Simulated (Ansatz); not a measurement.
A single point on C2H6F2Si2, SMILES `C=C[SiH2][SiH](F)F`.

```yaml
crystal:
  periodic: [false, false, false]
  atoms:
    - {symbol: C, position_ang: [-1.441186, -1.743050, 0.631297]}
    - {symbol: C, position_ang: [-0.762257, -1.114532, -0.324834]}
    - {symbol: Si, position_ang: [0.905784, -0.339538, -0.051473]}
    - {symbol: Si, position_ang: [0.702403, 1.990867, -0.229208]}
    - {symbol: F, position_ang: [2.134613, 2.688324, -0.154751]}
    - {symbol: F, position_ang: [0.086235, 2.351169, -1.656926]}
    - {symbol: H, position_ang: [-2.424920, -2.168604, 0.454156]}
    - {symbol: H, position_ang: [-1.041237, -1.863305, 1.634134]}
    - {symbol: H, position_ang: [-1.216868, -1.028342, -1.310449]}
    - {symbol: H, position_ang: [1.897187, -0.797926, -1.062620]}
    - {symbol: H, position_ang: [1.391449, -0.675135, 1.314906]}
    - {symbol: H, position_ang: [-0.154304, 2.645071, 0.789668]}
basis:
  gaussian: {orbitals: def2-QZVPP}
correlation: {method: mp2}
```

```sh
$ ansatz run in.yaml --threads 2 --pin off --events-out ev --progress --plain --max-ram 22528MiB --backend cuda --devices 0, --max-vram 18GiB
```

It prints (some lines left out):

```
Functional definition: HF
3268 factors; integrals over basis functions are off by at most 1.0e-3 eV
mean field evaluation 1: about -23295.2263 eV, gradient 4.6e1 eV
mean field evaluation 2: about -23295.3906 eV, gradient 4.6e1 eV
mean field evaluation 4: about -23300.0687 eV, gradient 4.2e0 eV
mean field evaluation 8: about -23300.1439 eV, gradient 2.5e-1 eV
mean field -23300.14429481 eV, -856.2645094290 hartree, gradient 4.6e-6 eV, S^2 0.000000; 0 other end points of the search recorded, 0 dependent functions left out
14 core orbitals not correlated: weight in the atoms' cores, before any rotation towards them, 1.000 or more for the frozen orbitals, at most 0.000 for the correlated occupied ones
reference -23300.14429481 eV, -856.2645094290 hartree; 18, 18 occupied and 516, 516 virtual orbitals, 3268 factors
second order -31.18544222 eV of doubles, -0.00000000 eV of singles
Total energy: -23331.32973703 eV, -857.4105532925 hartree
```

Run time 5.5 s (2 threads of an AMD EPYC 7R13 on a shared host and a share of an NVIDIA H100 80 GB); peak host memory 1.1 GiB.
